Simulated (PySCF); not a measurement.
Electron correlation in W+ (tungsten, charge +1)

[Xe] 4f14 5d5, high-spin 6S determinant (an excited configuration). Calculation: PySCF 2.14, in aug-cc-pVTZ-PP with ECP60MDF (6s6p5d3f2g, 88 functions); scalar relativity through the core potential. Frozen: 5s2 5p6; 5 electrons correlated.

```tsv
level	correlation energy (mhartree)
CCSD	-61.03
(T)	-1.18
CCSD(T)	-62.21
```

Diagnostics: T1 = 0.0028, D1 = 0.0040, largest double amplitude 0.024.

Cost of the coupled-cluster step: roughly 11 core-seconds, for 5 correlated electrons.
